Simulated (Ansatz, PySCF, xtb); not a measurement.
Noncovalent pair: HCl (SMILES Cl) (first 2 atoms) with CH2O2 (SMILES O=CO); geometry from B3LYP-D3(BJ)/def2-TZVP, rigid monomers moved along the line of their centres of mass till H2···O3 is 2.09 Å.
(charge 0, multiplicity 1):
```xyz
7

Cl    -0.2707     0.3275    -0.0981
H      0.5869     0.0579     0.8584
O      1.1555    -0.2351     2.8515
C      0.2650    -0.1063     3.6576
O     -0.9989     0.1950     3.3851
H      0.4074    -0.2280     4.7370
H     -1.1159     0.3018     2.4193
```

Monomers are frozen at their geometry in the pair; levels with a basis set take the counterpoise correction. Rows marked so take none.

Rows in STO-3G carry no dispersion term and start afresh at each structure.

Codes used: Ansatz (Gaussian orbitals); PySCF for STO-3G rows, the dispersion terms; xtb for the GFN methods. Values without a source in brackets are computed.

Q: One of these levels gives -320.9 meV for the interaction energy. Which one is it?
(A) HF/aug-cc-pV(D+d)Z
(B) PBE-D3(BJ)/def2-TZVPPD
(C) HF/STO-3G (no counterpoise)
(D) GFN1-xTB

A: B, PBE-D3(BJ)/def2-TZVPPD. The others give -255.5 (GFN1-xTB), -197.4 (HF/STO-3G (no counterpoise)), -176.6 (HF/aug-cc-pV(D+d)Z)

Ansatz is a first-principles code.
